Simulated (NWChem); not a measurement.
System meant: CH3IMg; SMILES [Mg]([CH3])[I]

Input file for NWChem:

```
start job
memory heap 200 mb stack 900 mb global 1100 mb
geometry units angstroms noautoz
  Mg    -0.064657    -1.505537    -0.000010
  I      0.304884     1.043996     0.000055
  C     -0.362243    -3.565628    -0.000062
  H     -0.898217    -3.897104    -0.905140
  H     -0.956192    -3.888804     0.871202
  H      0.595481    -4.111525     0.033745
end
basis spherical
  * library def2-svp
end
dft
  xc b3lyp
  iterations 150
  mulliken
end
task dft energy
```

End of the output:

```
             Grid Information
             ----------------
          Grid used for XC integration:  medium
          Radial quadrature: Mura-Knowles
          Angular quadrature: Lebedev.
          Tag              B.-S. Rad. Rad. Pts. Rad. Cut. Ang. Pts.
          ---              ---------- --------- --------- ---------
          Mg                  1.50       88           9.0       590
          I                   1.40      123          12.0       590
          C                   0.70       49          12.0       434
          H                   0.35       45          13.0       434
          Grid pruning is: on
          Number of quadrature shells:   305
          Spatial weights used:  Erf1

          Convergence Information
          -----------------------
          Convergence aids based upon iterative change in
          total energy or number of iterations.
          Levelshifting, if invoked, occurs when the
          HOMO/LUMO gap drops below (HL_TOL):  1.00D-02
          DIIS, if invoked, will attempt to extrapolate
          using up to (NFOCK): 10 stored Fock matrices.

                    Damping( 0%)  Levelshifting(0.5)       DIIS
                  --------------- ------------------- ---------------
          dE  on:    start            ASAP                start
          dE off:    2 iters        150 iters           150 iters

      Screening Tolerance Information
      -------------------------------
          Density screening/tol_rho:  1.00D-10
          AO Gaussian exp screening on grid/accAOfunc:  14
          CD Gaussian exp screening on grid/accCDfunc:  20
          XC Gaussian exp screening on grid/accXCfunc:  20
          Schwarz screening/accCoul:  1.00D-08

      Superposition of Atomic Density Guess
      -------------------------------------

      charge =      53.0 I (Iodine)

      symmetry species            s     p     d     f
      number of basis functions =10     7     6
      number of cont. functions = 4     4     2
      number of closed shells   = 5     3     2
      number of open shells     = 0     1     0
      open shell occupation     = 0     5     0
 ------------------------------------------------------------------------
 atomscf:atomd: error in atom scf                   0
 ------------------------------------------------------------------------
 ------------------------------------------------------------------------
  current input line :
    19: task dft energy
 ------------------------------------------------------------------------
 ------------------------------------------------------------------------
 This error has not yet been assigned to a category
 ------------------------------------------------------------------------
 For more information see the NWChem manual at https://nwchemgit.github.io

0:atomscf:atomd: error in atom scf:Received an Error in Communication
```

Problem. What is wrong, and how is it mended?

Solution. The program stopped with an error. Cause: the def2 basis of a heavy element holds valence functions alone and wants its effective core potential (without it all electrons must fit into that basis). This input runs:
```
start job
memory heap 200 mb stack 900 mb global 1100 mb
geometry units angstroms noautoz
  Mg    -0.064657    -1.505537    -0.000010
  I      0.304884     1.043996     0.000055
  C     -0.362243    -3.565628    -0.000062
  H     -0.898217    -3.897104    -0.905140
  H     -0.956192    -3.888804     0.871202
  H      0.595481    -4.111525     0.033745
end
basis spherical
  * library def2-svp
end
ecp
  I library def2-ecp
end
dft
  xc b3lyp
  iterations 150
  mulliken
end
task dft energy
```
It converges to -537.77391 Ha (B3LYP/def2-SVP with def2 effective core potentials on I).
